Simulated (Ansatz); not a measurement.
```xyz
5

N     2.2581   -0.6994   -0.2561
C     1.1951   -0.3261   -0.0121
Ge   -0.5094    0.3464    0.5861
Cl   -1.9029   -1.2611    0.4127
Cl   -1.0408    1.9403   -0.7305
```

Total charge 0; spin multiplicity 2.

(1) List the PBE0/def2-TZVPP orbital energies in eV (the Gaussian-basis code of Ansatz). (Estimate.)

Results:

(1) Computed: α occupied: -10862.82, -2768.44, -2768.44, -1360.96, -1210.80, -1210.77, -1210.76, -392.33, -279.74, -260.26, -260.26, -198.58, -198.58, -198.40, -198.40, -198.38, -198.38, -173.72, -123.55, -123.49, -123.45, -36.37, -36.33, -36.32, -36.27, -36.25, -26.13, -24.32, -23.69, -17.39, -13.57, -12.36, -11.34, -11.13, -10.67, -10.59, -10.18, -10.16, -9.96, -7.91. α empty: -1.65, -1.48, 0.24, 1.14, 1.48, 2.70, 3.42, 4.58. β occupied: -10862.78, -2768.40, -2768.40, -1360.93, -1210.76, -1210.75, -1210.74, -392.30, -279.70, -260.23, -260.23, -198.50, -198.50, -198.36, -198.36, -198.35, -198.35, -173.65, -123.46, -123.44, -123.39, -36.30, -36.28, -36.20, -36.18, -36.17, -26.04, -24.12, -23.49, -16.94, -13.23, -12.08, -11.06, -10.94, -10.56, -10.42, -10.08, -10.02, -9.90. β empty: -4.75, -1.37, -1.20, 0.65, 1.52, 1.97, 2.77, 3.65. ⟨S²⟩ = 0.753.
